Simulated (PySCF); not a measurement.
# Two-component Hartree-Fock for Os²⁺ (osmium, charge +2)

Start: [Xe] 4f14 5d5 6s1; 5d5/2 filled at m_j = -3/2, -1/2, +1/2, +3/2, +5/2; 6s1/2 filled at m_j = +1/2. Calculated with PySCF 2.14 in x2c-TZVPall-2c with one added diffuse shell each of s, p, d type (12s12p11d2f, 117 functions): generalised Hartree-Fock with the X2C-1e Hamiltonian and a Gaussian nucleus; spin-orbit coupling (SO) screened by Boettger's factors. This is a chosen level, not necessarily the ground level.

| spinor shell | electrons | ε, screened SO (eV) | weight of nominal j (screened SO) | rms radius, screened SO (bohr) |
| --- | --- | --- | --- | --- |
| 1s1/2 | 2 | -74275.1 | 1.000 | 0.0201 |
| 2s1/2 | 2 | -13095.5 | 1.000 | 0.0809 |
| 2p1/2 | 2 | -12516.4 | 1.000 | 0.0687 |
| 3s1/2 | 2 | -3127.4 | 1.000 | 0.207 |
| 3p1/2 | 2 | -2869.1 | 1.000 | 0.198 |
| 3p3/2 | 4 | -2528.5 | 1.000 | 0.214 |
| 3d3/2 | 4 | -2100.8 | 1.000 | 0.188 |
| 3d5/2 | 6 | -2027.5 | 1.000 | 0.193 |
| 4s1/2 | 2 | -710.21 | 1.000 | 0.459 |
| 4p1/2 | 2 | -600.59 | 1.000 | 0.466 |
| 4p3/2 | 4 | -519.58 | 1.000 | 0.499 |
| 4d3/2 | 4 | -339.40 | 0.999 | 0.519 |
| 4d5/2 | 6 | -323.79 | 0.999 | 0.531 |
| 5s1/2 | 2 | -128.33 | 1.000 | 1.08 |
| 5p1/2 | 2 | -93.288 | 0.918 | 1.20 |
| 4f5/2 | 6 | -93.183 | 0.979 | 0.609 |
| 4f7/2 | 8 | -90.231 | 0.984 | 0.610 |
| 5p3/2 | 4 | -77.636 | 0.959 | 1.27 |
| 5d5/2 | 5 | -33.327 | 0.514 | 1.75 |
| 6s1/2 | 1 | -25.694 | 0.998 | 2.82 |

Task: Where does 2p3/2 lie, and what is the 2p spin-orbit splitting (screened SO)?

Result: At -10979.5 eV, 1536.9 eV above 2p1/2.

```csv
quantity,screened SO
E (hartree),-17262.92034
M_J,3
⟨J²⟩,12.018
⟨L²⟩,0.277
⟨S²⟩,11.797
```

Each row is a mean over spinors that exchange with the open shell spreads, by up to 9.564 eV (5p3/2).

Rows whose weight is well below 1 are mixtures of j = l ± 1/2: exchange outweighs spin-orbit coupling there, and the label is only the starting occupation.

Breit and QED terms are absent; they matter most for the inner s and p1/2 levels.

Densities and radii are taken from the X2C orbitals without a picture-change correction, which distorts them close to the nucleus.
